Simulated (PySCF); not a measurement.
**Excited states of Zn (zinc, neutral)**

Ground state [Ar] 3d10 4s2, ¹S. Computed with PySCF 2.14 in aug-cc-pVDZ-PP with two added diffuse shells each of s, p, d, f type with ECP10MDF (7s7p6d4f, 86 functions), with scalar relativity through the core potential. Vertical excitation energies in eV without spin-orbit coupling; excited terms of each kind are numbered among those the solver found.

| term | leading excitation | TD-LDA | measured centre of gravity (NIST) |
| --- | --- | --- | --- |
| 1 3P° | 4s → p | 4.424 | 4.054 (4s4p) |
| 1 1P° | 4s → p | 5.876 | 5.796 (4s4p) |
| 1 3S | 4s → s | 6.299 | 6.655 (4s5s) |
| 1 1S | 4s → s | 6.311 | 6.917 (4s5s) |
| 2 1P° | 4s → p | 6.391 | n/a |
| 2 3P° | 4s → p | 6.395 | n/a |
| 2 3S | 4s → s | 6.571 | n/a |
| 2 1S | 4s → s | 6.610 | n/a |
| 1 1D | 4s → d | 7.139 | 7.744 (4s4d) |
| 1 3D | 4s → d | 7.187 | 7.783 (4s4d) |

**Question.** What does TDA-LDA give for these terms?

**Answer.** 1 3P° 4.482; 1 1P° 6.034; 1 3S 6.300; 1 1S 6.313; 2 1P° 6.394; 2 3P° 6.395; 2 3S 6.572; 2 1S 6.614; 1 1D 7.140; 1 3D 7.188 (eV).

Where a singlet and its triplet coincide, the exchange integral that splits them vanishes by symmetry for a single excitation; correlation beyond this level separates them.

Oscillator strength of the first ¹S → ¹P° line: TDA-LDA 1.33, TD-LDA 1.19.

Only the lower part of the computed list is shown. Doubly excited terms such as np² are absent. The solver can miss terms. Rydberg members are limited by the diffuse functions of the basis.
